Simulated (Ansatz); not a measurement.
Program: Ansatz. Geometries: PBE0-D4/def2-TZVP. ΔE: electronic, gas phase. CCSD(T)/CBS is the MP2 limit (def2-TZVPP, def2-QZVPP) plus CCSD(T) − MP2 in def2-TZVPP, frozen cores. This one scheme is used for every species. For Ge outer-core shells are correlated without core-valence functions, which leaves a few kJ/mol of doubt a bond. Scalar relativity is left out up to krypton.

`C[B](C)[AlH2]` + GeH₄ → `C[B]([AlH2])[GeH3]` + CH₄  (formal exchange of groups at a B–C bond)

```tsv
level	ΔE (kcal/mol)
SCS-MP2/def2-TZVPP	-0.6
HF/def2-QZVPP	1.9
```

Task: What does CCSD(T)/CBS give? (An estimate is asked.)

Result: The calculation gave: -1.7 kcal/mol. The listed levels differ from it by 1.1, 3.6 kcal/mol.

Largest T1 diagnostic among the species: 0.012.

In def2-TZVPP, CCSD(T) changes the Hartree–Fock value by −2.8 kcal/mol (the triples alone add −0.4 kcal/mol) and MP2 by −2.6 kcal/mol.
